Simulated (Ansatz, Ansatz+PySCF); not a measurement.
```tsv
atom	x (Å)	y (Å)	z (Å)
C	1.4577	0.0000	0.2269
C	0.7289	1.2624	-0.2269
C	-0.7289	1.2624	0.2269
C	-1.4577	0.0000	-0.2269
C	-0.7289	-1.2624	0.2269
C	0.7289	-1.2624	-0.2269
H	1.5279	0.0000	1.3304
H	2.4949	0.0000	-0.1469
H	0.7640	1.3232	-1.3304
H	1.2475	2.1607	0.1469
H	-1.2475	2.1607	-0.1469
H	-0.7640	1.3232	1.3304
H	-1.5279	0.0000	-1.3304
H	-2.4949	0.0000	0.1469
H	-1.2475	-2.1607	-0.1469
H	-0.7640	-1.3232	1.3304
H	1.2475	-2.1607	0.1469
H	0.7640	-1.3232	-1.3304
```

Basis set: def2-SVP (spherical functions). Correlated methods keep 6 orbitals frozen. Charge 0, multiplicity 1.

Computed with Ansatz (development build ahead of 0.2.0); each method stands on the lowest determinant of its kind that the runs found. Restricted open shells among the atoms or ions are ROHF, correlated in semicanonical orbitals with singles.

(1) Give the atomization energy at this shape (free ground-state atoms in the same class of orbitals less the molecule, no zero-point energy) of singlet C6H12 by RHF-MP2, RHF.

Results:

(1)

```
 method  atomization energy
RHF-MP2    1717.36 kcal/mol
    RHF    1382.09 kcal/mol
```
